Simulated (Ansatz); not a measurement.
Relaxation of Al4P4H14, a cluster cut from wurtzite AlP (hydrogen-capped) with RKS r2SCAN-D4/def2-SVP.

```sh
$ ansatz run in.yaml --threads 2 --pin off --events-out ev --progress --plain --max-ram 32768MiB --backend cuda --devices 0, --max-vram 18GiB
```

```yaml
crystal:
  periodic: [false, false, false]
  atoms:
    - {symbol: Al, position_ang: [-2.046360, -1.174790, -1.375500]}
    - {symbol: P, position_ang: [-1.796560, -1.035550, 1.100590]}
    - {symbol: Al, position_ang: [2.038220, -1.185380, -1.376670]}
    - {symbol: P, position_ang: [-0.001200, -0.006160, -1.880990]}
    - {symbol: P, position_ang: [1.805940, -1.031420, 1.099270]}
    - {symbol: Al, position_ang: [0.003340, 0.003360, 2.299520]}
    - {symbol: Al, position_ang: [0.001800, 2.350240, -1.376070]}
    - {symbol: P, position_ang: [0.002320, 2.082550, 1.100550]}
    - {symbol: H, position_ang: [-1.992540, -2.701060, -1.654130]}
    - {symbol: H, position_ang: [-3.330610, -0.346090, -1.650740]}
    - {symbol: H, position_ang: [-1.956200, -2.305630, 1.634680]}
    - {symbol: H, position_ang: [-2.978300, -0.552360, 1.642820]}
    - {symbol: H, position_ang: [1.966350, -2.712950, -1.643640]}
    - {symbol: H, position_ang: [3.326350, -0.369630, -1.669400]}
    - {symbol: H, position_ang: [-0.002020, -0.008090, -3.276020]}
    - {symbol: H, position_ang: [1.970660, -2.300050, 1.633650]}
    - {symbol: H, position_ang: [2.990660, -0.548040, 1.634340]}
    - {symbol: H, position_ang: [0.000610, 0.007200, 3.829030]}
    - {symbol: H, position_ang: [-1.352510, 3.053450, -1.661770]}
    - {symbol: H, position_ang: [1.356260, 3.049490, -1.665620]}
    - {symbol: H, position_ang: [-1.018840, 2.860230, 1.625390]}
    - {symbol: H, position_ang: [1.012640, 2.870690, 1.630700]}
basis:
  gaussian: {orbitals: def2-SVP}
hamiltonian: {xc: r2scan, dispersion: d4}
scf: {lower_state_search: "off"}
output: {orbitals: {seedname: orbitals}}
relax: {f_tol: 0.03, max_steps: 70}
```

It took 18 s on 2 threads of AMD EPYC 7R13 on a shared host and a share (18 GiB) of an NVIDIA H100 80GB HBM3, peak host memory 0.87 GiB.

Positions (Å) and forces (eV/Å) at steps 1, 2, 3, 4 of 4:

```xyz
22
step=1 energy=-63749.2570 eV
Al   -2.046   -1.175   -1.375    0.481    0.284    0.289
P    -1.797   -1.036    1.101    0.380    0.218   -0.390
Al    2.038   -1.185   -1.377   -0.482    0.287    0.284
P    -0.001   -0.006   -1.881   -0.004   -0.008    0.363
P     1.806   -1.031    1.099   -0.391    0.223   -0.386
Al    0.003    0.003    2.300    0.010    0.017   -1.020
Al    0.002    2.350   -1.376   -0.011   -0.565    0.275
P     0.002    2.083    1.101   -0.002   -0.454   -0.409
H    -1.993   -2.701   -1.654    0.089   -0.563   -0.135
H    -3.331   -0.346   -1.651   -0.433    0.360   -0.132
H    -1.956   -2.306    1.635    0.098   -0.813    0.283
H    -2.978   -0.552    1.643   -0.655    0.485    0.288
H     1.966   -2.713   -1.644   -0.092   -0.565   -0.130
H     3.326   -0.370   -1.669    0.441    0.356   -0.138
H    -0.002   -0.008   -3.276    0.001    0.006   -0.736
H     1.971   -2.300    1.634   -0.097   -0.829    0.291
H     2.991   -0.548    1.634    0.657    0.496    0.284
H     0.001    0.007    3.829    0.001   -0.004    0.800
H    -1.353    3.053   -1.662   -0.532    0.205   -0.130
H     1.356    3.049   -1.666    0.545    0.211   -0.133
H    -1.019    2.860    1.625   -0.754    0.325    0.288
H     1.013    2.871    1.631    0.750    0.329    0.292
22
step=2 energy=-63749.4742 eV
Al   -2.014   -1.156   -1.364    0.002    0.003   -0.036
P    -1.864   -1.077    1.140    0.306    0.183   -0.249
Al    2.006   -1.168   -1.367   -0.004    0.005   -0.037
P    -0.001   -0.006   -2.015    0.002    0.009    0.667
P     1.872   -1.076    1.137   -0.304    0.194   -0.248
Al    0.004    0.006    2.215   -0.004   -0.008   -0.179
Al    0.002    2.316   -1.373   -0.004   -0.015   -0.037
P     0.000    2.161    1.129    0.008   -0.361   -0.232
H    -1.919   -2.707   -1.678   -0.014   -0.119   -0.010
H    -3.299   -0.281   -1.674   -0.110    0.047   -0.005
H    -1.948   -2.367    1.709    0.006   -0.155    0.050
H    -3.025   -0.517    1.717   -0.132    0.080    0.048
H     1.895   -2.720   -1.669    0.012   -0.121   -0.009
H     3.295   -0.307   -1.694    0.113    0.047   -0.006
H    -0.001   -0.002   -3.431   -0.001   -0.007   -0.131
H     1.963   -2.363    1.709   -0.005   -0.158    0.055
H     3.034   -0.510    1.707    0.127    0.078    0.044
H     0.004    0.006    3.784    0.002    0.005    0.235
H    -1.393    3.000   -1.689   -0.098    0.073   -0.010
H     1.397    2.996   -1.691    0.103    0.075   -0.008
H    -1.074    2.882    1.697   -0.137    0.073    0.051
H     1.066    2.889    1.702    0.133    0.074    0.046
22
step=3 energy=-63749.5262 eV
Al   -2.037   -1.169   -1.366   -0.008   -0.004   -0.020
P    -1.835   -1.061    1.117   -0.118   -0.068    0.088
Al    2.028   -1.182   -1.370    0.009   -0.006   -0.020
P    -0.001   -0.005   -1.906   -0.001    0.000   -0.186
P     1.842   -1.058    1.114    0.119   -0.066    0.087
Al    0.003    0.005    2.236   -0.001    0.000   -0.029
Al    0.003    2.343   -1.376    0.002    0.009   -0.019
P    -0.001    2.127    1.109    0.000    0.135    0.087
H    -1.948   -2.730   -1.689    0.002    0.037    0.009
H    -3.335   -0.295   -1.679    0.033   -0.018    0.010
H    -1.932   -2.365    1.685    0.011    0.073   -0.025
H    -3.015   -0.507    1.692    0.069   -0.027   -0.026
H     1.923   -2.744   -1.680   -0.002    0.037    0.009
H     3.332   -0.321   -1.698   -0.033   -0.017    0.010
H    -0.003   -0.007   -3.339    0.001    0.000    0.158
H     1.949   -2.358    1.688   -0.012    0.073   -0.025
H     3.022   -0.494    1.679   -0.069   -0.026   -0.027
H     0.005    0.009    3.825    0.000    0.000   -0.047
H    -1.397    3.039   -1.699    0.031   -0.019    0.009
H     1.406    3.034   -1.695   -0.031   -0.020    0.009
H    -1.080    2.866    1.674    0.057   -0.048   -0.025
H     1.071    2.872    1.679   -0.057   -0.047   -0.027
22
step=4 energy=-63749.5302 eV
Al   -2.037   -1.168   -1.368   -0.006   -0.004    0.014
P    -1.845   -1.068    1.119    0.000    0.000   -0.006
Al    2.027   -1.181   -1.372    0.006   -0.004    0.014
P    -0.002   -0.005   -1.908    0.000    0.001   -0.001
P     1.851   -1.063    1.115    0.000    0.000   -0.006
Al    0.003    0.005    2.217    0.001    0.000   -0.008
Al    0.004    2.342   -1.378   -0.001    0.007    0.013
P    -0.001    2.137    1.110    0.000    0.000   -0.006
H    -1.945   -2.726   -1.689    0.003    0.001   -0.004
H    -3.331   -0.294   -1.679    0.002    0.003   -0.003
H    -1.932   -2.365    1.692   -0.002    0.000    0.003
H    -3.015   -0.508    1.699   -0.001   -0.002    0.003
H     1.920   -2.740   -1.681   -0.003    0.001   -0.003
H     3.328   -0.321   -1.698   -0.002    0.002   -0.004
H    -0.003   -0.008   -3.333    0.000    0.000   -0.004
H     1.949   -2.356    1.695    0.003    0.000    0.004
H     3.021   -0.493    1.684    0.000   -0.002    0.003
H     0.005    0.009    3.804    0.000    0.000   -0.008
H    -1.394    3.036   -1.700   -0.001   -0.003   -0.004
H     1.405    3.030   -1.695    0.002   -0.003   -0.003
H    -1.079    2.865    1.681    0.001    0.002    0.002
H     1.070    2.872    1.684   -0.001    0.001    0.004
```
